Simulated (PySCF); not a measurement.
Er⁺: ionisation energy

Er⁺ [Xe] 4f12 6s1 [4f5/2^6 4f7/2^6 6s1/2^1, M_J = 13/2] → Er²⁺ [Xe] 4f12 [4f5/2^6 4f7/2^6, M_J = 6], as a difference of total energies. All numbers are calculated (PySCF 2.14, the two-component X2C-1e Hamiltonian, in x2c-TZVPall-2c (11s11p10d4f1g, 131 functions)). Correlated levels: [Ar] 3d10 frozen; the 18 highest virtual spinors dropped. "Screened" scales the spin-orbit matrix elements by Boettger's factors to mimic the two-electron term; Breit and QED terms are absent.

```
                    method  ionisation energy (eV)
           GHF (spin-free)                  11.039
          GMP2 (spin-free)                  11.905
 GHF (screened spin-orbit)                  11.043
GMP2 (screened spin-orbit)                  11.908
```

Q: How much does correlation contribute at GMP2 (screened spin-orbit)?

A: 11.908 − (11.043) = 0.865 eV, measured against GHF (screened spin-orbit).

The spin-free rows relax to the high-spin LS determinant and lack the spin-orbit shift.

The labels give the starting determinants; with spin-orbit coupling the two ends relaxed to ⟨J²⟩ = 48.76, ⟨L²⟩ = 30.18, ⟨S²⟩ = 3.83 and ⟨J²⟩ = 42.01, ⟨L²⟩ = 30.18, ⟨S²⟩ = 2.08.

For comparison: 11.916 ± 0.02 eV (semi-empirical (NIST evaluation); NIST Atomic Spectra Database, ionization energies).
